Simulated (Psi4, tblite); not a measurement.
Two rigid molecules brought together: C2H2 ··· H6B3N3 (SMILES C#C and B1NBNBN1), singlet. Monomers: optimised at B3LYP-D3(BJ) (def2-TZVP), held rigid. Orientation: lowest of the rigid-body minima from ten starts at GFN2-xTB. The monomers approach along the line of their centres of mass (distance R); nothing else relaxes.

- GFN2-xTB (tblite)
- SAPT0/jun-cc-pVDZ, frozen core (Psi4)

Interaction energies in kcal/mol; the last columns give the difference from SAPT0:

```tsv
R / Å	GFN2-xTB	SAPT0/jun-cc-pVDZ	GFN2-xTB − SAPT0/jun-cc-pVDZ
3.44	0.30	4.18	-3.89
3.68	-2.25	0.50	-2.75
3.83	-2.89	-0.60	-2.29
4.07	-3.11	-1.34	-1.77
4.24	-2.97	-1.46	-1.51
4.49	-2.58	-1.36	-1.22
4.75	-2.13	-1.15	-0.98
5.09	-1.61	-0.86	-0.75
5.57	-1.06	-0.56	-0.50
6.30	-0.56	-0.30	-0.27
7.27	-0.27	-0.14	-0.13
8.59	-0.12	-0.06	-0.06
```

GFN2-xTB is furthest from SAPT0/jun-cc-pVDZ at 3.44 (-3.89 kcal/mol, below); its mean absolute difference over the points is 1.34 kcal/mol.
